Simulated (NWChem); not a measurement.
Species: CHBFNO; SMILES FBN=C=O

```xyz
6

B     -0.4523    -1.3223     0.0000
F      0.4411    -2.3084     0.0000
H     -1.6355    -1.5963     0.0000
N      0.0177     0.0184     0.0000
C     -0.0463     1.2307     0.0000
O     -0.0383     2.4083     0.0000
```
Atoms are numbered in this order, from 1.

Results from NWChem. Pople sets run with spherical d functions. The geometry was optimised at PBE-D3(BJ)/def2-SVP. Atomic charges in e: unrestrained fits to the electrostatic potential beside Mulliken populations; buried atoms are poorly determined by the fit.

For level B3LYP/def2-SVP:

```
Property     Result
-----------  ------
ESP B1         0.62
Mulliken B1    0.17
Mulliken F2   -0.09
ESP N4        -0.47
Mulliken N4   -0.01
ESP C5         0.62
Mulliken C5    0.11
Mulliken O6   -0.10
```

What are these values for level Hartree-Fock/6-31G*?


- ESP B1 = 0.80
- Mulliken B1 = 0.69
- Mulliken F2 = -0.37
- ESP N4 = -0.63
- Mulliken N4 = -0.61
- ESP C5 = 0.77
- Mulliken C5 = 0.83
- Mulliken O6 = -0.48
